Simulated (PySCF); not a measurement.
RbSi: from constants to spectrum

LDA constants of RbSi, ⁴Σ⁻ (quartet), unpaired electrons σ ↑, π ↑↑ (Rb x2c-TZVPPall, Si x2c-TZVPPall; spin-free X2C with a Gaussian nucleus (PySCF 2.14); masses 84.9118 and 27.9769 u):

```
ωe            : 178.6 cm⁻¹
ωexe          : 0.762 cm⁻¹
Be            : 0.084094 cm⁻¹
αe            : 0.000484 cm⁻¹
De to Rb + Si : 1.81 eV
```

Task: What force constant and bond length do these constants imply?

Result: Reduced mass μred = 21.043 u; k = 5.8918×10⁻⁷·μred·ωe² (u, cm⁻¹, mdyn/Å) = 0.395 mdyn/Å; Re = √(16.8576/(μred·Be)) (u, cm⁻¹, Å) = 3.086 Å.

Task: Estimate the centrifugal constant D from the Kratzer relation and find the Dunham coefficient a1.

Result: D = 4Be³/ωe² = 7.46e-08 cm⁻¹; a1 = −1 − αeωe/(6Be²) = -3.04.

Spin–orbit coupling is left out. The state is the lowest determinant that a PBE0 search found; another state may lie lower at other levels.
